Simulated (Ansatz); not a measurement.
Consider the ligand exchange at the Si–C bond: `FC1([SiH3])BO1` + `[OH][SnH2][Cl]` → `[SiH3][O][SnH2][Cl]` + `FC1BO1`.

Program: Ansatz. Geometries: PBE0-D4/def2-TZVP. ΔE: electronic, gas phase. CCSD(T)/CBS adds triple-zeta CCSD(T) − MP2 to the extrapolated MP2 energy (def2 sets, frozen cores). Functionals use def2-TZVPP. def2 core potentials past Kr. For Sn outer-core shells are correlated without core-valence functions, which leaves a few kJ/mol of doubt a bond. Each species was taken in one conformer, which may not be the lowest.

CCSD(T)/CBS gives -1.22 eV.

Task: Another level gave -1.22 eV. Which?
A. r2SCAN0/def2-TZVPP
B. r2SCAN/def2-TZVPP
C. revPBE/def2-TZVPP
D. SCS-MP2/def2-TZVPP

Result: A. r2SCAN0 -1.22, SCS-MP2/def2-TZVPP -1.29, revPBE -0.99, r2SCAN -1.15 eV.

Largest T1 diagnostic among the species: 0.016.

In def2-TZVPP, CCSD(T) changes the Hartree–Fock value by +0.23 eV (the triples alone add +0.04 eV) and MP2 by +0.20 eV. Leaving LDA and LC-ωPBE aside and taking each functional with its dispersion term where it has one, the values, not all of them listed here, spread over 0.34 eV, from BHLYP-D4 to revPBE-D4. From r2SCAN to r2SCAN0 (25 % exact exchange), in def2-TZVPP and without D4, ΔE moves by −0.07 eV.
